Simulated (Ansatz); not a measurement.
Species: CH$_{3}$Se$_{2}$, net charge 0, doublet state. It need not be the lowest isomer of its formula. 
Structure (B3LYP-D3(BJ)/def2-TZVP (Ansatz, an electronic-structure program) minimum search):
SMILES: C[Se][Se]
```xyz
6

Se     1.1726     0.4092     0.4878
Se    -0.6656    -0.1518    -0.6899
C     -1.8461    -0.9275     0.6865
H     -2.7667    -1.2261     0.1870
H     -2.0457    -0.1719     1.4406
H     -1.3506    -1.7884     1.1258
```
Charge 0, spin multiplicity 2.

Wanted: vertical ionisation energy (to the triplet state of charge +1; each state is the SCF solution reached for its spin), in eV. Correlated levels leave the core frozen unless marked. UHF or UKS for open shells. No spin-orbit coupling. Frozen are the shells of the preceding noble gas and the d and f shells that filled before the atom's block. Non-relativistic. Basis-set limits of correlation are two-point, X^-3; Hartree-Fock from the larger set. [CCSD(T)-MP2]/basis is that difference in the basis named.

| level | program | vertical ionisation energy (eV) |
|---|---|---|
| SVWN5/def2-TZVPD | Ansatz | … |
| PBE/def2-TZVPD | Ansatz | 8.53 |
| r2SCAN/def2-TZVPD | Ansatz | … |
| B3LYP/def2-TZVPD | Ansatz | … |
| PBE0/def2-TZVPD | Ansatz | 8.60 |
| BHLYP/def2-TZVPD | Ansatz | 8.55 |
| wB97X-V/def2-TZVPD | Ansatz | … |
| SCS-MP2/aug-cc-pVDZ | Ansatz | 8.41 |
| CCSD/aug-cc-pVDZ | Ansatz | 8.41 |
| CCSD/aug-cc-pVTZ | Ansatz | 8.57 |
| RI-MP2/CBS(aug-cc-pVTZ,aug-cc-pVQZ)+[CCSD(T)-MP2]/aug-cc-pVTZ | Ansatz | 8.74 |

Problem. Fill in the missing entries.

Solution. 
- SVWN5/def2-TZVPD, vertical ionisation energy (eV): 8.78
- r2SCAN/def2-TZVPD, vertical ionisation energy (eV): 8.58
- B3LYP/def2-TZVPD, vertical ionisation energy (eV): 8.64
- wB97X-V/def2-TZVPD, vertical ionisation energy (eV): 8.70
